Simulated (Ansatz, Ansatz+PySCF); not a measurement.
```xyz
3

Cu    0.0000    0.0000   -1.9000
O     0.0000    0.0000    0.0000
O     1.1302    0.0000    0.6009
```

Basis set: def2-SVP (spherical functions). Charge 0, multiplicity 2.

Computed with Ansatz (development build ahead of 0.2.0); each method stands on the lowest determinant of its kind that the runs found. Restricted functionals stand beside restricted open-shell atoms, which can lie above the unrestricted atoms usual in DFT and then raise those values.

Question: Give the atomization energy at this shape (free ground-state atoms in the same class of orbitals less the molecule, no zero-point energy) of doublet CuO₂ by PBE0 (unrestricted), PBE0 (restricted open-shell).

Answer:

| method | atomization energy |
| --- | --- |
| PBE0 (unrestricted) | 590.9 kJ/mol |
| PBE0 (restricted open-shell) | 592.9 kJ/mol |

Caution for PBE0 (unrestricted): the unrestricted determinant is spin contaminated.
